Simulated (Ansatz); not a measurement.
The cluster Sr₅O₆. Total charge 0; triplet. Geometry PBE-D4/def2-SVP; atoms count from 1.

Cartesian coordinates in Å:
```
Sr 0.4453 1.4978 0.9921
Sr -2.1674 -0.7536 0.3087
Sr -0.8516 0.9532 -2.3836
Sr 0.5469 -1.2237 3.3491
Sr 0.9690 -1.6648 -0.9555
O 1.3284 0.8076 -1.2036
O 0.0716 -1.0010 1.1177
O 0.8349 0.9860 3.2089
O 1.5372 0.2178 -2.4862
O -1.1488 -1.2346 -1.7134
O -1.5655 1.4152 -0.2341
```

In the def2 sets Sr takes a core potential; there is no spin–orbit coupling. The structure holds one bond between oxygen atoms, so isomers without such links may lie far lower. At PBE0-D4/def2-TZVP a singlet of charge 0 lies 1.78 eV below the triplet, each at its own geometry. The structure comes from a short search, and lower isomers may exist.

Estimate the Mulliken populations from the PBE0/def2-TZVP orbitals of Ansatz.


| atom | charge (e) | spin (α − β) |
| --- | --- | --- |
| Sr1 | 1.32 | -0.03 |
| Sr2 | 1.19 | 0.10 |
| Sr3 | 1.24 | -0.01 |
| Sr4 | 0.74 | 0.86 |
| Sr5 | 1.31 | 0.02 |
| O6 | -0.67 | 0.10 |
| O7 | -1.33 | 0.05 |
| O8 | -0.83 | 0.80 |
| O9 | -0.59 | 0.11 |
| O10 | -1.19 | 0.01 |
| O11 | -1.20 | 0.01 |
Mulliken values and Mayer orders depend strongly on the basis.

Where does the spin sit?

Summed by element: Sr 0.93, O 1.07, of 2 unpaired in all. Largest on single atoms: Sr4 0.86, O8 0.80, O9 0.11.

And the Mayer bond orders between bonded heavy atoms (over 0.3)?

Sr1–O8 0.31 (2.31 Å); Sr1–O11 0.44 (2.36 Å); Sr2–O10 0.47 (2.31 Å); Sr2–O11 0.51 (2.32 Å); Sr3–O10 0.43 (2.31 Å); Sr3–O11 0.42 (2.31 Å); Sr4–O7 0.34 (2.29 Å); Sr4–O8 0.37 (2.23 Å); Sr5–O10 0.49 (2.29 Å); O6–O9 0.78 (1.43 Å).
